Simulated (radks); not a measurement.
All-electron atom: Cl in [Ne] 3s2 3p5.

All-electron calculation, non-relativistic Kohn-Sham, LDA (Slater exchange, Perdew-Wang correlation), spin-polarised, spherical densities, point nucleus; open shells are filled with parallel spins first; hard spherical wall at 2.5 bohr. Program: a radial shooting solver on a logarithmic mesh with Libxc functionals.

Energy parts (hartree):
total: -456.21274
kinetic: 467.42562
electron-nucleus: -1112.83818
Hartree: 216.92421
exchange-correlation: -27.72439

Orbitals (lengths in bohr, moments of r in powers of bohr; <r^-3> diverges for s and p1/2):
orbital  occ.  eigenvalue (hartree)      <r^4>   <1/r>  <r^-3>
1s up       1             -99.20992  0.0003283   16.50       -
1s down     1             -99.19926  0.0003282   16.50       -
2s up       1              -8.20331     0.1069   3.252       -
2s down     1              -8.19234     0.1065   3.252       -
2p up       3              -6.03789    0.09841   3.170   99.14
2p down     3              -6.02410    0.09801   3.170   99.11
3s up       1              -0.00475      4.866   1.024       -
3s down     1               0.03681      4.880   1.023       -
3p up       3               0.53239      5.297  0.9768   12.98
3p down     2               0.57350      5.313  0.9758   12.94
3d up       0               1.34145      5.431  0.8315   1.052
3d down     0               1.38094      5.442  0.8318   1.056
4s up       0               3.42853      8.888   1.112       -
4s down     0               3.45922      8.888   1.113       -
4p up       0               3.81227      8.481   1.123   23.07
4p down     0               3.84294      8.477   1.124   23.13

The highest occupied level is 3p down at 15.606 eV. The spin density at the nucleus is -0.1138 e/bohr^3 (1s -0.1609, 2s 0.0139, 3s 0.0333), a Fermi contact field of -5.97 T. The pressure on the wall is 1820 GPa. The density falls to 0.001 e/bohr^3 at r = 2.41 bohr.
